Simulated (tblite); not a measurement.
A geometry optimisation, step by step.

Species: C6H10ClFSi.
Numbering: `[CH2:1]=[CH:2][CH2:3][Si@H:4]([CH2:5][F:6])[C:7](=[CH2:8])[Cl:9]` (hydrogens: H10, H11 on C1; H12 on C2; H13, H14 on C3; H15 on Si4; H16, H17 on C5; H18, H19 on C8)

Computed with GFN2-xTB (tblite), gas phase: L-BFGS steps from a force-field or distance-geometry start until the largest atomic force falls under 0.01 eV/Å. 6 of its 83 geometries are shown.

Step 0: E = -785.5763 eV, largest atomic force 2.183 eV/Å
```
atom  x, y, z in Å  |  force x, y, z in eV/Å
C1      2.787   -1.017   -0.218   -1.242   1.337  -0.489
C2      1.982   -0.029   -0.679    1.091  -1.381   1.291
C3      1.132    0.821    0.220    0.194   0.210  -0.091
Si4    -0.741    0.650   -0.082    0.715  -0.860  -1.040
C5     -1.676    1.829    1.010   -0.675   0.086   0.512
F6     -1.271    3.100    0.720    0.055   0.582   0.030
C7     -1.277   -1.127    0.291   -0.344  -0.653  -0.487
C8     -1.657   -1.977   -0.664   -0.033  -0.135   0.293
Cl9    -1.271   -1.715    1.948    0.058   0.338  -0.398
H10     3.388   -1.594   -0.897    0.040  -0.048   0.061
H11     2.833   -1.266    0.836    0.010   0.069  -0.296
H12     1.974    0.179   -1.736   -0.155   0.137  -0.017
H13     1.322    0.617    1.283    0.194  -0.095  -0.314
H14     1.399    1.872    0.045   -0.032  -0.133   0.052
H15    -1.034    0.928   -1.509   -0.051  -0.038   0.241
H16    -2.755    1.784    0.835   -0.006   0.101   0.078
H17    -1.491    1.656    2.069   -0.025   0.111   0.178
H18    -1.688   -1.705   -1.718    0.072   0.050   0.514
H19    -1.966   -2.997   -0.430    0.133   0.322  -0.119
```

Step 16: E = -785.7363 eV, largest atomic force 0.060 eV/Å
```
atom  x, y, z in Å  |  force x, y, z in eV/Å
C1      2.766   -1.014   -0.220    0.012  -0.012   0.019
C2      1.999   -0.029   -0.649   -0.002  -0.002  -0.020
C3      1.154    0.827    0.230    0.024   0.012   0.005
Si4    -0.711    0.626   -0.119   -0.001   0.002  -0.043
C5     -1.682    1.825    1.022   -0.005   0.025   0.017
F6     -1.293    3.123    0.752    0.019   0.031  -0.012
C7     -1.287   -1.145    0.232    0.002  -0.014  -0.021
C8     -1.674   -2.026   -0.674   -0.008  -0.018  -0.011
Cl9    -1.236   -1.593    1.910    0.001  -0.005  -0.009
H10     3.366   -1.608   -0.887   -0.017   0.001  -0.007
H11     2.832   -1.261    0.827   -0.005  -0.020   0.026
H12     1.954    0.200   -1.705   -0.013   0.015  -0.017
H13     1.373    0.605    1.276   -0.019  -0.020   0.022
H14     1.410    1.875    0.061    0.009   0.032  -0.004
H15    -1.055    0.920   -1.514    0.009   0.037  -0.044
H16    -2.760    1.793    0.853   -0.037  -0.035  -0.008
H17    -1.494    1.669    2.085    0.016  -0.036   0.041
H18    -1.699   -1.742   -1.712    0.006   0.006   0.008
H19    -1.975   -3.035   -0.445    0.010   0.004   0.059
```

Step 33: E = -785.7430 eV, largest atomic force 0.027 eV/Å
```
atom  x, y, z in Å  |  force x, y, z in eV/Å
C1      2.745   -1.023   -0.216    0.008  -0.007   0.007
C2      1.998   -0.024   -0.645   -0.007  -0.004  -0.011
C3      1.154    0.837    0.230   -0.006   0.004   0.000
Si4    -0.706    0.651   -0.159   -0.007  -0.013  -0.016
C5     -1.681    1.813    1.019    0.005  -0.011  -0.001
F6     -1.317    3.124    0.780   -0.006  -0.006   0.004
C7     -1.273   -1.125    0.201   -0.001   0.005   0.000
C8     -1.669   -2.038   -0.669    0.008   0.010  -0.001
Cl9    -1.204   -1.534    1.890    0.006   0.008  -0.004
H10     3.335   -1.624   -0.885    0.004  -0.007  -0.003
H11     2.804   -1.276    0.830   -0.012  -0.016   0.014
H12     1.960    0.211   -1.700    0.007   0.010  -0.015
H13     1.343    0.595    1.278    0.007  -0.006   0.003
H14     1.429    1.883    0.082   -0.001   0.011  -0.003
H15    -1.028    0.985   -1.552   -0.004  -0.012   0.000
H16    -2.761    1.762    0.868   -0.001  -0.005   0.005
H17    -1.468    1.623    2.073   -0.014   0.013   0.012
H18    -1.710   -1.795   -1.716   -0.001   0.002   0.010
H19    -1.961   -3.037   -0.386    0.013   0.024  -0.001
```

Step 49: E = -785.7450 eV, largest atomic force 0.022 eV/Å
```
atom  x, y, z in Å  |  force x, y, z in eV/Å
C1      2.719   -1.044   -0.216   -0.003  -0.013   0.000
C2      2.006   -0.022   -0.653    0.010   0.016   0.005
C3      1.159    0.844    0.216   -0.007   0.000   0.005
Si4    -0.702    0.669   -0.171   -0.003   0.003  -0.011
C5     -1.690    1.807    1.021   -0.001  -0.005  -0.002
F6     -1.360    3.129    0.797    0.005  -0.004  -0.011
C7     -1.255   -1.107    0.203   -0.003   0.000  -0.008
C8     -1.652   -2.027   -0.659    0.001  -0.002  -0.007
Cl9    -1.167   -1.506    1.893    0.010  -0.011   0.016
H10     3.321   -1.645   -0.876   -0.006  -0.011  -0.005
H11     2.735   -1.319    0.826   -0.007  -0.003   0.001
H12     2.010    0.233   -1.704   -0.007   0.005   0.004
H13     1.337    0.592    1.264    0.016   0.011   0.003
H14     1.448    1.888    0.076   -0.015   0.000  -0.003
H15    -1.039    0.987   -1.563    0.006   0.007   0.013
H16    -2.769    1.731    0.872   -0.005   0.001   0.000
H17    -1.473    1.612    2.074    0.003   0.002   0.001
H18    -1.708   -1.785   -1.706    0.007  -0.003  -0.003
H19    -1.929   -3.028   -0.371   -0.001   0.007   0.002
```

Step 66: E = -785.7481 eV, largest atomic force 0.030 eV/Å
```
atom  x, y, z in Å  |  force x, y, z in eV/Å
C1      2.635   -1.089   -0.222    0.004  -0.002  -0.004
C2      2.018   -0.002   -0.646   -0.009   0.003  -0.001
C3      1.177    0.880    0.213   -0.001   0.004   0.008
Si4    -0.684    0.678   -0.165    0.009   0.020  -0.020
C5     -1.702    1.796    1.022    0.003  -0.002  -0.005
F6     -1.413    3.124    0.774    0.001   0.004   0.000
C7     -1.204   -1.108    0.206   -0.012   0.015  -0.014
C8     -1.613   -2.026   -0.652   -0.006  -0.001   0.001
Cl9    -1.077   -1.510    1.892    0.004  -0.016   0.014
H10     3.226   -1.702   -0.880    0.001  -0.010   0.001
H11     2.580   -1.409    0.806   -0.012   0.009  -0.005
H12     2.091    0.293   -1.685   -0.009  -0.001   0.003
H13     1.362    0.650    1.264    0.000  -0.002   0.009
H14     1.455    1.923    0.049   -0.001   0.006   0.004
H15    -1.030    1.013   -1.551    0.008  -0.021   0.005
H16    -2.779    1.684    0.874   -0.003   0.003   0.006
H17    -1.478    1.625    2.077    0.008  -0.002  -0.001
H18    -1.690   -1.783   -1.696    0.001  -0.003   0.008
H19    -1.884   -3.028   -0.359    0.013  -0.004  -0.008
```

Step 82: E = -785.7490 eV, largest atomic force 0.008 eV/Å
```
atom  x, y, z in Å  |  force x, y, z in eV/Å
C1      2.599   -1.100   -0.224   -0.008   0.002  -0.002
C2      2.014    0.007   -0.643    0.004  -0.005  -0.001
C3      1.180    0.895    0.217    0.000  -0.003  -0.002
Si4    -0.679    0.682   -0.165   -0.003   0.000  -0.001
C5     -1.702    1.797    1.019    0.002   0.002   0.000
F6     -1.429    3.127    0.766    0.002  -0.001  -0.004
C7     -1.189   -1.107    0.208   -0.001  -0.001   0.000
C8     -1.596   -2.025   -0.651   -0.003   0.000   0.000
Cl9    -1.044   -1.520    1.891    0.005   0.001   0.000
H10     3.183   -1.722   -0.880    0.000   0.001   0.004
H11     2.517   -1.429    0.799    0.003   0.000  -0.003
H12     2.106    0.314   -1.676    0.000  -0.001  -0.001
H13     1.366    0.665    1.268   -0.006   0.003   0.001
H14     1.458    1.937    0.050    0.001  -0.002   0.007
H15    -1.015    0.996   -1.558   -0.007   0.003  -0.001
H16    -2.778    1.673    0.883    0.004   0.002   0.004
H17    -1.464    1.631    2.073   -0.004   0.002   0.000
H18    -1.687   -1.778   -1.693    0.007   0.000   0.000
H19    -1.850   -3.032   -0.361    0.003  -0.002  -0.001
```

Task: Summarise the path.

Result: The energy falls by 3.98 kcal/mol from step 0 to step 82; nine tenths of that is first reached at step 11. It falls at every step. The largest force goes from 2.183 to 0.008 eV/Å. Among the bonds Si4–C5 changes most, from 1.859 to 1.921 Å; the atoms move by 0.162 Å rms after alignment.

The cost below is that of the whole relaxation. The run took 1.3 s of wall time on one thread of an Arm Neoverse N1, no GPU, shared host.
